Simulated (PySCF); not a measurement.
# Spinor energies of Te(4+) (tellurium, charge +4)

Start: [Kr] 4d10 5s2. Calculated with PySCF 2.14 in x2c-TZVPall-2c (8s9p5d2f, 74 functions): generalised Hartree-Fock with the X2C-1e Hamiltonian and a Gaussian nucleus; one run each with spin-orbit coupling (SO) switched off, then screened by Boettger's factors.

| spinor shell | electrons | ε, spin-free (eV) | ε, screened SO (eV) | weight of nominal j (screened SO) | rms radius, screened SO (bohr) |
| --- | --- | --- | --- | --- | --- |
| 1s1/2 | 2 | -32017.2 | -32013.9 | 1.000 | 0.0318 |
| 2s1/2 | 2 | -5044.4 | -5043.5 | 1.000 | 0.130 |
| 2p1/2 | 2 | -4525.8 | -4716.5 | 1.000 | 0.112 |
| 2p3/2 | 4 | -4525.8 | -4439.5 | 1.000 | 0.117 |
| 3s1/2 | 2 | -1080.6 | -1080.3 | 1.000 | 0.343 |
| 3p1/2 | 2 | -907.80 | -944.43 | 1.000 | 0.336 |
| 3p3/2 | 4 | -907.80 | -891.14 | 1.000 | 0.347 |
| 3d3/2 | 4 | -647.38 | -653.80 | 1.000 | 0.320 |
| 3d5/2 | 6 | -647.38 | -642.88 | 1.000 | 0.323 |
| 4s1/2 | 2 | -236.60 | -236.55 | 1.000 | 0.814 |
| 4p1/2 | 2 | -180.41 | -187.44 | 1.000 | 0.858 |
| 4p3/2 | 4 | -180.41 | -177.22 | 1.000 | 0.886 |
| 4d3/2 | 4 | -96.100 | -97.046 | 1.000 | 1.03 |
| 4d5/2 | 6 | -96.100 | -95.448 | 1.000 | 1.04 |
| 5s1/2 | 2 | -56.514 | -56.514 | 1.000 | 2.02 |

```csv
quantity,spin-free,screened SO
E (hartree),-6786.68595,-6788.56896
M_J,0,0
⟨J²⟩,0.000,0.000
⟨L²⟩,0.000,0.020
⟨S²⟩,0.000,0.020
```

Breit and QED terms are absent; they matter most for the inner s and p1/2 levels.

Densities and radii are taken from the X2C orbitals without a picture-change correction, which distorts them close to the nucleus.

Without spin-orbit coupling the j labels of p, d and f shells carry no meaning; the spin-free column gives the mean over the occupied spinors of each nl shell.
